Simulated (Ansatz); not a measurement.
`[NH2][Hf]([F])([Cl])[Br]` + H₂O → `[NH2][Hf]([OH])([F])[Cl]` + HBr at 298.15 K and 1 bar (formal hydrolysis of the Hf–Br bond).

Calculated with Ansatz (gas phase, PBE0-D4/def2-TZVP geometries, no zero-point term in ΔE). CCSD(T)/CBS adds triple-zeta CCSD(T) − MP2 to the extrapolated MP2 energy (def2 sets, frozen cores). This one scheme is used for every species. Elements past krypton have def2 core potentials. For Br, Hf outer-core shells are correlated without core-valence functions, which leaves a few kJ/mol of doubt a bond. Scalar relativity is left out up to krypton. One conformer a species, not always the lowest.

```json
{"species": "`[NH2][Hf]([F])([Cl])[Br]`", "CCSD(T)/CBS energy (Eh)": "-3236.98040", "H − E (kJ/mol)": "99.3", "S (J/(mol·K))": "403.6"}
{"species": "H₂O", "CCSD(T)/CBS energy (Eh)": "-76.37941", "H − E (kJ/mol)": "66.4", "S (J/(mol·K))": "188.7"}
{"species": "`[NH2][Hf]([OH])([F])[Cl]`", "CCSD(T)/CBS energy (Eh)": "-739.42806", "H − E (kJ/mol)": "130.7", "S (J/(mol·K))": "392.1"}
{"species": "HBr", "CCSD(T)/CBS energy (Eh)": "-2573.91920", "H − E (kJ/mol)": "24.6", "S (J/(mol·K))": "198.6"}
```

H − E and S are ideal-gas, rigid-rotor, harmonic terms from PBE0-D4/def2-TZVP, for one conformer and one mirror image of each species. 1 Eh = 2625.50 kJ/mol, R = 8.31446 J/(mol·K).

Task: By hand: ΔE, ΔH, ΔS and ΔG.

Result: ΔE = (-739.42806) + (-2573.91920) − (-3236.98040) − (-76.37941) = 0.01255 Eh = 33.0 kJ/mol. Δ(H − E) = 130.7 + 24.6 − 99.3 − 66.4 = -10.4, so ΔH = 22.6 kJ/mol. ΔS = 392.1 + 198.6 − 403.6 − 188.7 = -1.6 J/(mol·K). ΔG = 22.6 − 298.15 × (-1.6)/1000 = 23.1 kJ/mol.

Task: By hand: the equilibrium constant, and the temperature at which ΔG would vanish if ΔH and ΔS stayed fixed.

Result: log₁₀ K = −ΔG/(RT ln 10) = -4.0. ΔH and −TΔS have one sign here, so there is no such temperature. One of them is within its doubt of zero, so this could turn.

The number of gas molecules stays the same, so ΔS is small and ΔH decides. A doubt of 5 kJ/mol in ΔE shifts log₁₀ K by 0.9 here. Other conformers and mirror images would add mixing entropy, several J/(mol·K) or more a flexible species. These are equilibria of isolated gas molecules and say nothing of rates. Largest T1 diagnostic: 0.015 (customary marks: 0.02 for closed shells, 0.045 for open ones).
